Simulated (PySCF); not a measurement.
C5H4F3 (doublet state).
SMILES with atom numbers: `[F:1][C:2]([F:3])([F:4])[C@H:5]1[C:6]=[CH:7][CH2:8]1` (hydrogens: H9 on C5; H10 on C7; H11, H12 on C8)

Structure used (PBE0-D3(BJ)/def2-SVP), in Å, numbered top down from 1:
```xyz
12
C5H4F3 angstrom
F     -2.135   -0.518   -0.872
C     -1.546    0.018    0.204
F     -2.351    0.975    0.669
F     -1.468   -0.936    1.133
C     -0.191    0.573   -0.156
C      0.736    0.941    0.971
C      1.710    0.076    0.702
C      0.921   -0.472   -0.478
H     -0.333    1.346   -0.926
H      2.687   -0.171    1.119
H      1.385   -0.321   -1.465
H      0.589   -1.517   -0.371
```

The hyperfine couplings belong to this conformer and change with its torsions.

Method: PySCF, UKS B3LYP, IGLO-III on C F, pcH-1 on H, non-relativistic, mean-field spin-orbit, GIAO. Geometry: PBE0-D3(BJ)/def2-SVP; no solvent, vibrations or thermal averaging. Stability of the SCF solution: not tested.

(1) Break the g tensor into its mass correction, gauge correction and orbital-Zeeman/spin–orbit terms.

(2) What are the electron Larmor frequencies g μB B/h along the three axes at 1200 mT?

(3) Average each term over the three axes. Which is largest in size?

(4) What effective moment and Curie constant follow for a powder?

(5) In a frozen sample, at which fields do the three g values resonate at 9.5, 34, 94 and 263 GHz (hyperfine left aside), and which band first spreads them over more than twice a line width of 0.3 mT?

## Answers

(1) 
```
                    Δg (ppm)      1     2     3
relativistic mass correction   -168  -168  -168
            gauge correction     22     9     1
   orbital Zeeman/spin–orbit  -1008   -11   837
                       total  -1154  -169   671
```

So g = 2.00117, 2.00215, 2.00299 and g_iso = 2.00210; the tensor is rhombic: the two nearest values differ by 46 % of g3 − g1. 

(2) 33.6106, 33.6271, 33.6412 GHz for g1, g2 and g3, a range of 30.6 MHz.

(3) The mass correction -168, the orbital-Zeeman/spin–orbit term -61 and the gauge correction 11 ppm, for a total of -218 ppm. The mass correction is the largest in size. The mass correction is the same along every axis, so the anisotropy comes from the other two: their spans along these axes are 21 (gauge) and 1845 ppm (orbital Zeeman/spin–orbit).

(4) With the mean of g² = 4.0084 and S(S+1) = 0.75: μ_eff = √(⟨g²⟩S(S+1)) = 1.734 μB and χT = 0.12505·⟨g²⟩·S(S+1) = 0.376 cm³ K/mol (cgs; spin-Hamiltonian part alone).

(5) 
```
band    GHz  B(g3) mT  B(g2) mT  B(g1) mT  spread mT
   X    9.5    338.87    339.01    339.18       0.31
   Q   34.0   1212.80   1213.31   1213.90       1.11
   W   94.0   3353.03   3354.44   3356.09       3.06
   J  263.0   9381.35   9385.29   9389.91       8.55
```

The spread grows in proportion to the frequency. Q band is the first where it exceeds 0.6 mT.

The Mulliken spin populations are largest on C6 (+0.89) and C8 (+0.07). No atom but C6 exceeds +0.15.

The HOMO–LUMO gaps are 6.50 eV among the α and 4.55 eV among the β orbitals.

Time: 2.3 min wall (grids of density and orbitals included). Hardware: one thread of an Arm Neoverse N1, no GPU (shared host).
